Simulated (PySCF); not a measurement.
Compound: C3H10OSi.
Bonds: C1–C2, C2–C3, C2–O4, O4–Si5. Hydrogens: H6, H7, H8 on C1; H9 on C2; H10, H11, H12 on C3; H13, H14, H15 on Si5.

Method: PySCF 2.14.0, PBE0-D3(BJ)/def2-SVP geometry optimisation, gas phase; density fitting, grid level 1; the optimiser is geomeTRIC in internal coordinates, started from a GFN2-xTB structure with every atom displaced at random (about 0.01 Å).

Step 1: E = -13183.8913 eV
```
atom  x, y, z in Å  |  force x, y, z in eV/Å
C1     -0.6400    1.2969    0.4604    0.015  -0.111  -0.056
C2     -0.3153   -0.1856    0.5825   -0.101   0.093   0.116
C3     -1.5618   -1.0464    0.6164   -0.083   0.054  -0.251
O4      0.4550   -0.6383   -0.5086    0.625   0.097  -0.367
Si5     2.0341   -0.1763   -0.8452   -0.326  -0.084   0.163
H6     -1.2658    1.6249    1.3010   -0.037   0.040   0.061
H7     -1.1857    1.4892   -0.4764   -0.006   0.001  -0.007
H8      0.2712    1.9132    0.4568    0.025   0.018   0.008
H9      0.2626   -0.3396    1.5148   -0.009  -0.021   0.087
H10    -1.2905   -2.1055    0.7183    0.009  -0.039   0.014
H11    -2.2366   -0.7699    1.4398    0.019   0.030  -0.005
H12    -2.0916   -0.9236   -0.3484    0.005  -0.053   0.232
H13     2.8941   -0.3598    0.3717   -0.040   0.024  -0.038
H14     2.5365   -1.0407   -1.9501   -0.099  -0.015   0.037
H15     2.1242    1.2564   -1.2730    0.003  -0.033   0.006
```

Step 2: E = -13183.9022 eV
```
atom  x, y, z in Å  |  force x, y, z in eV/Å
C1     -0.6429    1.2964    0.4602    0.006  -0.030  -0.025
C2     -0.3142   -0.1843    0.5726   -0.048  -0.010   0.052
C3     -1.5609   -1.0476    0.6106    0.044  -0.009  -0.083
O4      0.4657   -0.6266   -0.5238    0.198   0.115  -0.063
Si5     2.0406   -0.1702   -0.8416   -0.194  -0.095   0.050
H6     -1.2707    1.6205    1.3040    0.008   0.003  -0.003
H7     -1.1882    1.4936   -0.4762    0.000   0.003   0.002
H8      0.2678    1.9152    0.4618    0.001   0.005   0.001
H9      0.2599   -0.3444    1.5090   -0.014  -0.009  -0.006
H10    -1.2877   -2.1075    0.7127   -0.002  -0.001   0.012
H11    -2.2205   -0.7676    1.4447    0.011   0.007   0.017
H12    -2.1142   -0.9316   -0.3351   -0.015   0.005   0.040
H13     2.8901   -0.3544    0.3787   -0.001   0.022   0.004
H14     2.5206   -1.0534   -1.9380   -0.005  -0.009  -0.002
H15     2.1450    1.2566   -1.2796    0.009   0.004   0.004
```

Question: Estimate the geometry and energy of step 3. (The exact step hangs on the optimiser's Hessian estimate; all steps are aligned on step 2, rigid shifts and turns removed.)

Answer: E = -13183.9045 eV, largest force 0.069 eV/Å
```
atom  x, y, z in Å  |  force x, y, z in eV/Å
C1     -0.6453    1.2980    0.4597   -0.002   0.003  -0.004
C2     -0.3155   -0.1818    0.5662   -0.001  -0.038   0.010
C3     -1.5574   -1.0493    0.6067    0.018  -0.014   0.010
O4      0.4658   -0.6151   -0.5338    0.015   0.065  -0.001
Si5     2.0397   -0.1706   -0.8397   -0.046  -0.052  -0.003
H6     -1.2704    1.6196    1.3065    0.004   0.001  -0.005
H7     -1.1933    1.4989   -0.4743    0.001  -0.002   0.002
H8      0.2650    1.9178    0.4615   -0.002  -0.005  -0.002
H9      0.2597   -0.3484    1.5008   -0.001   0.013  -0.004
H10    -1.2808   -2.1091    0.7031   -0.001   0.008   0.001
H11    -2.2040   -0.7735    1.4527   -0.002  -0.010   0.012
H12    -2.1283   -0.9306   -0.3262   -0.016   0.016  -0.020
H13     2.8789   -0.3489    0.3882    0.007   0.008   0.011
H14     2.5173   -1.0653   -1.9279    0.018   0.000  -0.003
H15     2.1591    1.2532   -1.2836    0.007   0.006  -0.004
```

The energy changes by -0.0023 eV. The first-order estimate −F·Δx gives -0.0036 eV and the mean of the old and new forces, exact on a quadratic surface, -0.0023 eV. The step makes an angle of 77° with the force vector and moves no atom by more than 0.019 Å.

What follows is the cost of the whole optimisation. The run took 85 s of wall time on one thread, Arm Neoverse N1 (aarch64) (shared host), and the process peaked at 0.54 GiB of memory.
